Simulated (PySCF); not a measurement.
## Radial density of Si³⁺ (silicon, charge +3)

UHF, [Ne] 3s1, 2S determinant. All numbers are calculated (PySCF 2.14, scalar relativity by spin-free X2C-1e, in jorge-DZP-DKH (7s4p1d, 24 functions)).

| r (bohr) | 4πr²ρ (e/bohr) | 4πr²(ρα − ρβ) |
| --- | --- | --- |
| 0.00190 | 0.08722 | 0.0003 |
| 0.00319 | 0.2335 | 0.0009 |
| 0.00537 | 0.5974 | 0.0022 |
| 0.00903 | 1.484 | 0.0054 |
| 0.0152 | 3.465 | 0.0125 |
| 0.0255 | 7.248 | 0.0253 |
| 0.0430 | 12.52 | 0.0403 |
| 0.0722 | 15.84 | 0.0387 |
| 0.122 | 12.85 | 0.0053 |
| 0.204 | 9.610 | 0.0228 |
| 0.344 | 13.66 | 0.1396 |
| 0.578 | 11.23 | 0.0363 |
| 0.973 | 2.760 | 0.1726 |
| 1.64 | 0.7316 | 0.6441 |
| 2.75 | 0.2247 | 0.2245 |
| 4.63 | 0.001541 | 0.0015 |

Densities and radii are taken from the X2C orbitals without a picture-change correction, which distorts them close to the nucleus.
